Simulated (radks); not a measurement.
Neutral ytterbium inside a hard spherical wall (all orbitals vanish at R), configuration held at [Xe] 4f14 6s2 and not refilled when levels cross. Method: scalar-relativistic Kohn-Sham, LDA (Slater exchange, Perdew-Wang correlation), spin-polarised, spherical densities, finite nucleus; Fermi nuclear charge, rms radius 5.3108 fm; computed with a radial shooting solver on a logarithmic mesh with Libxc functionals. Eigenvalues in eV for spin up, with the zero of energy where the potential of the charges vanishes at infinity; a dash marks a level that is unbound or too diffuse for the functional's potential to be trusted. A positive occupied level is held by the wall or, in an anion where self-interaction has pushed it up, behind a barrier. The pressure on the wall is -dE/dV.

| R (bohr) | E (hartree) | kinetic (hartree) | e(5s) | e(5p) | e(6s) | e(4f) | e(6p, empty) | e(5d, empty) | pressure (GPa) |
|---|---|---|---|---|---|---|---|---|---|
| free | -14049.5179 | 15302.830 | -55.086 | -27.591 | -4.079 | -3.250 | - | - | 0 |
| 15 | -14049.5179 | 15302.830 | -55.085 | -27.590 | -4.078 | -3.249 | -1.143 | -0.825 | < 0.0001 |
| 12 | -14049.5177 | 15302.832 | -55.065 | -27.570 | -4.063 | -3.229 | -1.070 | -0.793 | 0.00358 |
| 8 | -14049.5056 | 15302.919 | -54.549 | -27.061 | -3.601 | -2.724 | -0.039 | -0.226 | 0.442 |
| 6 | -14049.4309 | 15303.281 | -53.085 | -25.640 | -1.821 | -1.273 | 3.066 | 1.402 | 5.57 |
| 4 | -14048.7922 | 15305.738 | -48.023 | -20.857 | 8.680 | 4.106 | 18.758 | 8.038 | 128 |
| 3.5 | -14048.1452 | 15308.195 | -44.781 | -17.727 | 17.557 | 7.816 | 30.824 | 12.706 | 355 |
| 2.5 | -14042.9000 | 15327.439 | -27.777 | 0.587 | 73.788 | 28.196 | 99.400 | 39.079 | 4540 |
